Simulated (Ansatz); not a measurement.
Basis sets compared for `C[Si](C)(Cl)CCCCc1ccc(/N=N/c2ccccc2)cc1`. Charge 0, multiplicity 1. Geometry PBE-D4/def2-SVP. Ansatz on 2 threads of AMD EPYC 7R13 on a shared host and a share (18 GiB) of an NVIDIA H100 80GB HBM3; times are rough, and most runs start from earlier orbitals.

```xyz
45

C    -1.9652    2.0252    5.0803
Si   -0.6180    1.0950    4.1542
C     0.3037   -0.0998    5.2782
Cl   -1.5592   -0.0588    2.6519
C     0.5481    2.2824    3.2580
C     1.7042    1.6060    2.5026
C     2.4968    2.5436    1.5796
C     1.7082    3.0765    0.3610
C     1.2536    1.9800   -0.5723
C    -0.0205    1.3807   -0.4294
C    -0.4183    0.3178   -1.2397
C     0.4580   -0.1732   -2.2354
N     0.1607   -1.2402   -3.1090
N    -0.9914   -1.7484   -2.9641
C    -1.2846   -2.8209   -3.8369
C    -2.5639   -3.3995   -3.6900
C    -2.9511   -4.4688   -4.5079
C    -2.0635   -4.9660   -5.4772
C    -0.7846   -4.3913   -5.6251
C    -0.3917   -3.3247   -4.8134
C     1.7290    0.4201   -2.3924
C     2.1190    1.4803   -1.5688
H    -2.5260    2.6963    4.3991
H    -1.5229    2.6439    5.8893
H    -2.6876    1.3213    5.5405
H     0.8406    0.4549    6.0764
H     1.0474   -0.6901    4.7061
H    -0.3978   -0.8095    5.7612
H    -0.0888    2.8761    2.5651
H     0.9407    3.0141    4.0010
H     1.3120    0.7543    1.9045
H     2.4053    1.1564    3.2383
H     3.3954    2.0058    1.2064
H     2.8743    3.4113    2.1652
H     2.3553    3.7900   -0.1908
H     0.8286    3.6589    0.7084
H    -0.7087    1.7482    0.3475
H    -1.4013   -0.1599   -1.1250
H    -3.2312   -2.9822   -2.9206
H    -3.9500   -4.9169   -4.3909
H    -2.3641   -5.8068   -6.1211
H    -0.0924   -4.7859   -6.3863
H     0.5980   -2.8542   -4.9034
H     2.3901    0.0214   -3.1765
H     3.1138    1.9364   -1.6986
```

Single mean-field runs in def2-SVP, def2-TZVP are fitted with def2-universal-jkfit.

Binding counts from free atoms (C triplet, Si triplet, Cl doublet, N quartet, H doublet) in the same basis, without a counterpoise term.

```csv
level,functions,energy (Eh),HOMO (eV),LUMO (eV),binding per atom (eV),wall time
PBE-D4/def2-SVP,431,-1556.8731,-4.75,-2.96,4.85,3.7 s
PBE0-D4/def2-SVP,431,-1557.0254,-6.35,-2.22,4.76,3.6 s
```

(1) Estimate the rows for PBE-D4/def2-TZVP, PBE0-D4/def2-TZVP.

## Answers

(1) 
```csv
level,functions,energy (Eh),HOMO (eV),LUMO (eV),binding per atom (eV),wall time
PBE-D4/def2-TZVP,832,-1557.9940,-4.98,-3.07,4.80,4.1 s
PBE0-D4/def2-TZVP,832,-1558.1317,-6.37,-2.30,4.70,4 s
```
